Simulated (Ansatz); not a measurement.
Consider the redistribution: `C[Si](C)(F)[SeH]` + `C#C[SiH](Cl)Cl` → `C[Si](F)(Cl)[SeH]` + `C#C[SiH](C)Cl`.

Isolated molecules relaxed with PBE0-D4/def2-TZVP in Ansatz; ΔE leaves out vibrations. CBS: MP2 limit from def2 TZ/QZ plus the TZ coupled-cluster correction, frozen cores. DFT in def2-TZVPP. B3LYP here is the variant with VWN-RPA as its local correlation; programs differ in this. HSE06 is defined as in plane-wave codes. For Se outer-core shells are correlated without core-valence functions, which leaves a few kJ/mol of doubt a bond. Scalar relativity is left out up to krypton. One conformer a species, not always the lowest.

```csv
level,ΔE (kJ/mol),difference from CCSD(T)/CBS
LDA (SPW92),-15.2,-2.2
B97M-V,-15.2,-2.2
PBE0-D4,-14.3,-1.3
B3LYP-D4,-13.7,-0.7
HSE06-D4,-14.3,-1.3
ωB97M-V,-14.1,-1.1
B2PLYP,-13.2,-0.2
PBE,-14.3,-1.3
r2SCAN,-14.4,-1.4
r2SCANh,-14.4,-1.4
r2SCAN0,-14.3,-1.3
CAM-B3LYP,-13.6,-0.6
MP2/def2-TZVPP,-12.9,0.1
CCSD(T)/def2-TZVPP,-12.9,0.1
HF/def2-QZVPP,-13.4,-0.4
MP2/def2-QZVPP,-13.1,-0.1
CCSD(T)/CBS,-13.0,0
```

Q: What do rigid-rotor, harmonic-oscillator terms from PBE0-D4/def2-TZVP frequencies (298.15 K, 1 bar) make of the CCSD(T)/CBS value? (Estimate.)

A: Ansatz gave: ΔZPE = +0.8 kJ/mol, ΔH = -12.7 kJ/mol, ΔS = -7 J/(mol·K), ΔG = -10.5 kJ/mol.

Largest T1 diagnostic among the species: 0.011.

Leaving LDA and LC-ωPBE aside and taking each functional with its dispersion term where it has one, the values spread over 2.0 kJ/mol, from B97M-V to B2PLYP.
